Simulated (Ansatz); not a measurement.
`[SiH3][BH][GeH2][Cl]` + `O[BH][AlH2]` → `[AlH2][BH]O[SiH3]` + `[BH2][GeH2][Cl]` at 298.15 K and 1 bar (cleavage of the Si–B bond).

Gas-phase electronic energies from Ansatz, PBE0-D4/def2-TZVP geometries. CBS: MP2 limit from def2 TZ/QZ plus the TZ coupled-cluster correction, frozen cores. For Ge outer-core shells are correlated without core-valence functions, which leaves a few kJ/mol of doubt a bond. Scalar relativity is left out up to krypton. One conformer a species, not always the lowest.

```tsv
species	CCSD(T)/CBS energy (Eh)	H − E (kJ/mol)	S (J/(mol·K))
`[SiH3][BH][GeH2][Cl]`	-2853.36466	163.6	385.3
`O[BH][AlH2]`	-344.38728	121.5	296.2
`[AlH2][BH]O[SiH3]`	-634.69802	167.1	358.5
`[BH2][GeH2][Cl]`	-2563.08808	113.5	317.1
```

H − E and S are ideal-gas, rigid-rotor, harmonic terms from PBE0-D4/def2-TZVP, for one conformer and one mirror image of each species. 1 Eh = 2625.50 kJ/mol, R = 8.31446 J/(mol·K).

**Question.** By hand: ΔE, ΔH, ΔS and ΔG.

**Answer.** ΔE = (-634.69802) + (-2563.08808) − (-2853.36466) − (-344.38728) = -0.03416 Eh = -89.7 kJ/mol. Δ(H − E) = 167.1 + 113.5 − 163.6 − 121.5 = -4.5, so ΔH = -94.2 kJ/mol. ΔS = 358.5 + 317.1 − 385.3 − 296.2 = -5.9 J/(mol·K). ΔG = -94.2 − 298.15 × (-5.9)/1000 = -92.4 kJ/mol.

**Question.** By hand: the equilibrium constant, and the temperature at which ΔG would vanish if ΔH and ΔS stayed fixed.

**Answer.** log₁₀ K = −ΔG/(RT ln 10) = 16.2. ΔG = 0 at ΔH/ΔS = 15966 K, far beyond where these terms or the molecules hold.

The number of gas molecules stays the same, so ΔS is small and ΔH decides. A doubt of 5 kJ/mol in ΔE shifts log₁₀ K by 0.9 here. Other conformers and mirror images would add mixing entropy, several J/(mol·K) or more a flexible species. Modes under 60 cm⁻¹, often nearly free rotors, make the harmonic entropy too high. These are equilibria of isolated gas molecules and say nothing of rates. Largest T1 diagnostic: 0.014 (customary marks: 0.02 for closed shells, 0.045 for open ones).
